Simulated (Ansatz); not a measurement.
Molecule: sum formula H$_{8}$Si$_{3}$NO (charge 0, doublet). It need not be the lowest isomer of its formula. SMILES: [SiH3][N][SiH2]O[SiH3]
Coordinates optimised at B3LYP-D3(BJ)/def2-TZVP (Ansatz, a program for electronic structure):
```xyz
13

Si    -0.0139    -0.5898    -1.3471
N     -1.4777    -0.3168    -0.5129
Si    -2.1068     0.2665     0.9771
O      1.3649    -0.3327    -0.5034
Si     2.0847     0.5237     0.6953
H     -0.0180    -2.0084    -1.7635
H     -0.0425     0.3232    -2.5133
H     -2.3960     1.7054     0.7400
H     -3.3620    -0.4430     1.3127
H     -1.1660     0.1487     2.1201
H      1.2792     1.7265     1.0160
H      3.4308     0.9380     0.2452
H      2.2023    -0.3173     1.9068
```
Charge 0, spin multiplicity 2.

Computed values are from Ansatz. Correlated levels leave the core frozen unless marked. UHF or UKS for open shells. No spin-orbit coupling. Non-relativistic. CBS(X,Y): correlation extrapolated as X^-3; Hartree-Fock from the larger set.

Question: What is the atomisation energy De at CCSD(T)/CBS(cc-pV(T+d)Z,cc-pV(Q+d)Z)?

Answer: 4211.9 kJ/mol.

Question: What is the total energy at CCSD(T)/CBS(cc-pV(T+d)Z,cc-pV(Q+d)Z)?

Answer: -1001.9563 Eh.

Question: What is the dipole moment at CCSD(T)/aug-cc-pV(D+d)Z?

Answer: 0.67 D.

Question: What is the T1 diagnostic at CCSD/cc-pV(Q+d)Z?

Answer: 0.016.
